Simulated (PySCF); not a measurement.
Solvent effects on NMR parameters

Mapped SMILES: `[CH3:1][CH2:2][CH2:3][C@H:4]([CH3:5])[C:6]([NH2:7])=[O:8]`. Each H is labelled by its parent atom. Ha(N7) is cis to the C=O or C=S heteroatom; Ha(C2), Ha(C3) are pro-R; Hb(C2), Hb(C3) are pro-S; Hb(N7) is trans to the C=O or C=S heteroatom.

GIAO PBE0/pcSseg-1 in PySCF on one PBE0-D3(BJ)/def2-SVP conformer, non-relativistic, equivalent nuclei averaged. Solvents enter as an IEF-PCM continuum (cyclohexane with ε = 2.0, dimethylsulfoxide with ε = 46.8) around the gas-phase geometry. Shifts are referred to TMS computed in the same medium.

In cyclohexane, δ in ppm: C6 179.5, C4 44.3, C3 39.2, C2 25.1, C5 22.4, C1 16.6, Hb(N7) 4.95, Ha(N7) 4.48, Hb(C3) 1.70, H(C4) 1.60, Ha(C2) 1.18, H(C5) 1.15, H(C1) 0.95, Hb(C2) 0.92. Dipole moment 4.05 D.

(1) How does each δ change in the more polar medium?

(2) Which nuclei move most (in ppm), and what does the model miss?

Results:

(1) 
```
 atoms                            environment  Δδ, dimethylsulfoxide
    C6                  amide carbonyl carbon                   +3.4
    C4                 sp3 CH α to a carbonyl                   +0.1
    C3                                sp3 CH2                   +0.6
    C2                                sp3 CH2                   +0.4
    C5                          methyl carbon                   +0.4
    C1                          methyl carbon                   +0.3
Hb(N7)     hydrogen on an amide-type nitrogen                  +0.62
Ha(N7)     hydrogen on an amide-type nitrogen                  +0.35
Hb(C3)                 hydrogen on an sp3 CH2                  -0.28
 H(C4)  hydrogen on an sp3 CH α to a carbonyl                  +0.34
Ha(C2)                 hydrogen on an sp3 CH2                  -0.14
 H(C5)            hydrogen on a methyl carbon                  -0.01
 H(C1)            hydrogen on a methyl carbon                  -0.01
Hb(C2)                 hydrogen on an sp3 CH2                  +0.15
```

Changes are relative to cyclohexane. The dipole moment becomes 4.98 D in dimethylsulfoxide.

(2) C6 (amide carbonyl carbon, +3.4 ppm) in dimethylsulfoxide. A continuum only polarises the solute; specific hydrogen bonds, the anisotropy of aromatic solvents and changes of geometry or conformer are outside it.
